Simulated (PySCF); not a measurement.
GeC⁻: one state, many levels of theory

State: ²Σ⁺ (doublet), unpaired electrons σ ↑. Set-up: basis Ge aug-cc-pVDZ-PP with ECP10, C aug-cc-pVDZ; scalar-relativistic core potentials; PySCF 2.14. De refers to Ge + C⁻ in their high-spin ground configurations, without counterpoise correction. The functionals are run spin-unrestricted. A positive dipole points towards C; it is taken about the centre of mass and depends on that origin. Levels whose curve was spin-contaminated or gave no clean fit are not listed.

```tsv
Level	Re (Å)	ωe (cm⁻¹)	De (eV)	μ (D)
ROHF	1.729	964	n/a	-3.60
ROHF-MP2	1.808	776	4.73	n/a
ROHF-SCS-MP2	1.805	785	n/a	n/a
PBE	1.772	845	4.76	-3.67
BLYP	1.783	818	4.66	-3.75
r²SCAN	1.756	861	4.52	-3.43
TPSSh	1.760	866	4.44	-3.58
PBE0	1.755	869	4.35	-3.62
HSE06	1.756	867	4.39	-3.63
```

Problem. What does a quarter of exact exchange do here, going from PBE to PBE0?

Solution. PBE0 less PBE: -1.7 pm in Re, +2.8 % in ωe, -0.41 eV in De. Exact exchange removes part of the self-interaction that spreads semilocal densities, and in most molecules shortens and stiffens the bond and lowers De; so it does here.

Problem. What does the step from GGA to meta-GGA do here, going from PBE to r²SCAN?

Solution. r²SCAN less PBE: -1.6 pm in Re, +1.9 % in ωe, -0.24 eV in De. 

Correlated steps freeze 5 core orbitals. Correlated levels converge slowly with the basis: in double zeta they bind strong bonds too weakly, by up to about 1 eV, and carry superposition errors of some tenths. Spin–orbit coupling is left out. For an ion De counts to the pair picked by the measured ionisation energies or electron affinities, which need not be the lowest pair at this level. The highest Kohn–Sham level is positive in this anion. Much of that is self-interaction error, but it also means that the finite basis helps to hold the extra electron. The state was picked by a PBE0 search and need not be the measured ground state.
